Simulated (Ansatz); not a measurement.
Correlation energies of B2H7NSSi, SMILES `BB(N)S[SiH3]` by basis set

Cartesian coordinates in Å:
```
B 1.1922 -0.1350 -1.2544
B 0.9369 0.5872 0.1696
N 0.9069 1.5916 1.1065
S 0.4647 -1.2430 0.5337
Si -1.6240 -1.0295 0.0911
H 2.2606 -0.6152 -1.5069
H 0.3277 -0.1916 -2.0851
H 1.1820 2.5341 0.8853
H 0.6332 1.4521 2.0648
H -2.4049 -1.2245 1.3394
H -2.0069 -2.0594 -0.9034
H -1.8684 0.3330 -0.4406
```

The species carries charge 0 and has multiplicity 1. The geometry is a stationary point of PBE0-D4/def2-TZVP. It is one conformer, not always the lowest. Frozen core, restricted reference, Ansatz 0.2.0. CBS rows extrapolate triple and quadruple zeta; past MP2 they add the triple-zeta difference.

```
     basis     HF (Eh)  MP2 corr.  CCSD corr.       (T)  CCSD(T) total
  def2-SVP  -794.10631   -0.57920    -0.64348  -0.02080     -794.77059
def2-TZVPP  -794.46764   -0.72876    -0.78698  -0.03475     -795.28937
def2-QZVPP  -794.49272   -0.78208           –         –              –
 CBS(def2)  -794.49618   -0.82158    -0.87981     as TZ     -795.41074
```
